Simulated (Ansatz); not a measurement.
Species: sum formula ReO₂F₂, charge 0, multiplicity 2. The spin state was set by rule; other spins were not relaxed. SMILES: [O]=[Re]([F])([F])=[O]
Structure (B3LYP-D3(BJ)/def2-TZVP (Ansatz, an electronic-structure program) minimum search):
```
Re
O 1 1.6921
O 1 1.6921 2 113.94
F 1 1.8747 2 113.45 3 131.86
F 1 1.8747 2 113.45 3 -131.86
```
Charge 0, spin multiplicity 2.

Parts of the frozen-core correlation energy in def2-SVP (Ansatz, hartree). Frozen orbitals: 8; correlated occupied orbitals by spin: 17 and 16; virtual: 63 and 64. Open shells are spin-unrestricted. Spin-orbit coupling is left out. In def2 rows, elements after Kr have scalar-relativistic effective core potentials.

```csv
term,value
reference (HF),-425.85843
MP2 opposite-spin,-0.71983
MP2 same-spin,___
CCSD correlation,___
(T),___
T1 diagnostic,0.037
largest doubles amplitude,0.058
<S^2> of the reference,0.940
```

### Question
Complete the blanks.

### Answer

- MP2 same-spin, value: -0.31239
- CCSD correlation, value: -0.98610
- (T), value: -0.04558
